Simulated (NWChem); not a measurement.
System: C₂H₆GeO, singlet; SMILES C[O][Ge][CH3]

The following NWChem deck was run.

```
start job
memory heap 200 mb stack 900 mb global 1100 mb
geometry units angstroms noautoz
  Ge     0.442439    -0.680394     0.000015
  C     -1.556299    -0.861752     0.003123
  H     -1.827869    -1.928833    -0.000211
  H     -2.011823    -0.387942    -0.883685
  H     -2.006060    -0.395594     0.896983
  O      0.607099     1.100347    -0.002399
  C     -0.337536     2.127514    -0.002956
  H     -1.381431     1.767004     0.009541
  H     -0.190760     2.774707     0.879646
  H     -0.207052     2.759813    -0.898858
end
basis spherical
  * library 6-31g*
end
dft
  xc b3lyp
  iterations 150
end
task dft gradient
```

Output (shortened):

```
             Northwest Computational Chemistry Package (NWChem) 7.3.0
             --------------------------------------------------------

 C1  symmetry detected

                             Geometry "geometry" -> ""
                             -------------------------

 Output coordinates in angstroms (scale by  1.889725989 to convert to a.u.)

  No.       Tag          Charge          X              Y              Z
 ---- ---------------- ---------- -------------- -------------- --------------
    1 Ge                  32.0000     0.43096214    -0.67401111    -0.00006296
    2 C                    6.0000    -1.57048763    -0.82251292    -0.00001102
    3 H                    1.0000    -1.85954418    -1.88498280    -0.00523509
    4 H                    1.0000    -2.01690423    -0.34004975    -0.88678492
    5 H                    1.0000    -2.01380279    -0.35027337     0.89387679
    6 O                    8.0000     0.62485421     1.10378612     0.00027307
    7 C                    6.0000    -0.30277901     2.14633303    -0.00015376
    8 H                    1.0000    -1.35247175     1.80300406     0.01037107
    9 H                    1.0000    -0.14664850     2.78979855     0.88356772
   10 H                    1.0000    -0.16065094     2.77764920    -0.89497665

 Effective nuclear repulsion energy (a.u.)     264.2529157969

                                 NWChem DFT Module
                                 -----------------

 Summary of "ao basis" -> "ao basis" (spherical)
 ------------------------------------------------------------------------------
       Tag                 Description            Shells   Functions and Types
 ---------------- ------------------------------  ------  ---------------------
 Ge                          6-31g*                 12       32   5s4p3d
 C                           6-31g*                  6       14   3s2p1d
 H                           6-31g*                  2        2   2s
 O                           6-31g*                  6       14   3s2p1d

            General Information
            -------------------
          SCF calculation type: DFT
          Wavefunction type:  closed shell.
          No. of atoms     :    10
          No. of electrons :    58
           Alpha electrons :    29
            Beta electrons :    29
          Charge           :     0
          Spin multiplicity:     1
          Use of symmetry is: off; symmetry adaption is: off
          Maximum number of iterations: 150
          AO basis - number of functions:    86
                     number of shells:    42
          Convergence on energy requested:  1.00D-06
          Convergence on density requested:  1.00D-05
          Convergence on gradient requested:  5.00D-04

              XC Information
              --------------
                         B3LYP Method XC Potential
                     Hartree-Fock (Exact) Exchange  0.200
                        Slater Exchange Functional  0.800 local
                    Becke 1988 Exchange Functional  0.720 non-local
              Lee-Yang-Parr Correlation Functional  0.810
                  VWN I RPA Correlation Functional  0.190 local

             Grid Information
             ----------------
          Grid used for XC integration:  medium
          Radial quadrature: Mura-Knowles
          Angular quadrature: Lebedev.
          Tag              B.-S. Rad. Rad. Pts. Rad. Cut. Ang. Pts.
          ---              ---------- --------- --------- ---------
          Ge                  1.25      112          10.0       590
          C                   0.70       49          11.0       434
          H                   0.35       45          12.0       434
          O                   0.60       49          10.0       434
          Grid pruning is: on
          Number of quadrature shells:   529
          Spatial weights used:  Erf1

      Superposition of Atomic Density Guess
      -------------------------------------

 Sum of atomic energies:       -2228.08569224

      Non-variational initial energy
      ------------------------------

 Total energy =   -2229.696925
 1-e energy   =   -3627.260455
 2-e energy   =    1133.310614
 HOMO         =      -0.235304
 LUMO         =      -0.042204

[...]

                         DFT ENERGY GRADIENTS

    atom               coordinates                        gradient
                 x          y          z           x          y          z
   1 Ge      0.814400  -1.273696  -0.000119   -0.003261   0.008280   0.000015
   2 C      -2.967791  -1.554324  -0.000021    0.009397   0.001188  -0.000013
   3 H      -3.514029  -3.562101  -0.009893   -0.000812  -0.003268  -0.000015
   4 H      -3.811396  -0.642601  -1.675781   -0.001345   0.001717  -0.002937
   5 H      -3.805535  -0.661921   1.689182   -0.001303   0.001661   0.002954
   6 O       1.180803   2.085853   0.000516   -0.010324  -0.002568   0.000005
   7 C      -0.572169   4.055981  -0.000291    0.011576  -0.011120  -0.000014
   8 H      -2.555801   3.407184   0.019598   -0.003779  -0.000873   0.000032
   9 H      -0.277125   5.271955   1.669701   -0.000050   0.002513   0.002407
  10 H      -0.303586   5.248996  -1.691261   -0.000098   0.002470  -0.002433
```

Level: B3LYP/6-31G* (spherical d). Low-valent species are run as closed-shell singlets; no triplet was tried in these runs. Geometry: optimised at PBE0/def2-SVP.
